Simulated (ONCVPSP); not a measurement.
Varying the ONCV potential for cobalt

Base potential:

| Property | Result |
| --- | --- |
| Element | Co (Z = 27) |
| Generator | ONCVPSP 4.0.1 |
| Type | optimised norm-conserving Vanderbilt (ONCV) |
| Functional | LDA (Perdew-Wang 92) |
| Relativity | fully relativistic |
| Frozen core | [Ne] |
| Valence charge | 17 |
| Reference configuration | 3s2 3p6 3d7 4s2 |
| Partial waves | 3s+4s: rc 1.25 bohr, ncon 3, nbas 7, qcut 12.2 1/bohr, 2 projectors; 3p: rc 0.95 bohr, ncon 4, nbas 7, qcut 16.2 1/bohr, 2 projectors, debl 2.2 Ha; 3d: rc 1.30 bohr, ncon 4, nbas 9, qcut 13.4 1/bohr, 1 projector |
| Local potential | polynomial inside 0.90 bohr (lpopt 3, dvloc0 0 Ha) |
| Core correction | none |

Open shells are filled in proportion to 2j + 1.

In the p channel the program set the typed energies aside and used -2.385, 0.250 Ha (j = l + 1/2; the other j can differ).

All-electron outer shells of the reference configuration (LDA (PZ), scalar-relativistic, ld1.x):

| shell | level (eV) | outermost node (bohr) | outermost maximum (bohr) |
| --- | --- | --- | --- |
| 2p | -769.46 | – | 0.17 |
| 3s | -101.87 | 0.31 | 0.67 |
| 3p | -65.51 | 0.28 | 0.68 |
| 3d | -8.46 | – | 0.66 |
| 4s | -5.68 | 0.96 | 2.29 |

Cutoffs, loose and tight: the cutoffs (Ha) at which the residual kinetic energy of the hardest occupied pseudo-wave falls to 1 and 0.1 mHa per electron. They do not see the model core or the augmentation charge, which bear on the density cutoff. Test errors are all-electron minus pseudo excitation energies from the reference, over the configurations 3s2 3p6 3d7 4s1; 3s2 3p6 3d7 4s0; 3s2 3p6 3d6 4s0; 3s2 3p6 3d7.5 4s1.5. A dash means not determined; rows that change the core or the reference have their own tests.

| change | outcome | cutoff, loose | cutoff, tight | bound ghosts | GHOST(+) flags above zero | largest test error (meV) |
| --- | --- | --- | --- | --- | --- | --- |
| base | generated, projector energies reset by the program | 67 Ha | 86 Ha | none | none | -7.0 |
| s: rc 1.44 | generated, projector energies reset by the program | 67 Ha | 86 Ha | none | none | -8.3 |
| p: rc 0.92 | generated, projector energies reset by the program | 71 Ha | 90 Ha | none | none | -7.1 |
| p: qcut 17.9 | generated, projector energies reset by the program | 82 Ha | 104 Ha | none | none | -7.1 |
| s: qcut 17.8; p: qcut 23.7; d: qcut 19.6 | failed: ERROR pspot: first pseudo wave function has node, program will stop | – | – | – | – | – |

Question: What comes out with this change to the base: reference 3s2 3p6 3d8 4s1?

Answer: outcome: generated, projector energies reset by the program; cutoff, loose: 67 Ha; cutoff, tight: 86 Ha; bound ghosts: none; GHOST(+) flags above zero: none; largest test error (meV): -3.3.

Question: What comes out with this change to the base: all radii scaled by about 0.82 (s 1.02, p 0.78, d 1.06 bohr); local potential polynomial inside 0.74 bohr (lpopt 3, dvloc0 0 Ha)?

Answer: outcome: generated, projector energies reset by the program; cutoff, loose: 85 Ha; cutoff, tight: 104 Ha; bound ghosts: none; GHOST(+) flags above zero: none; largest test error (meV): +3.7.

Question: What comes out with this change to the base: scalar-relativistic?

Answer: outcome: generated, projector energies reset by the program; cutoff, loose: 67 Ha; cutoff, tight: 86 Ha; bound ghosts: none; GHOST(+) flags above zero: none; largest test error (meV): -12.
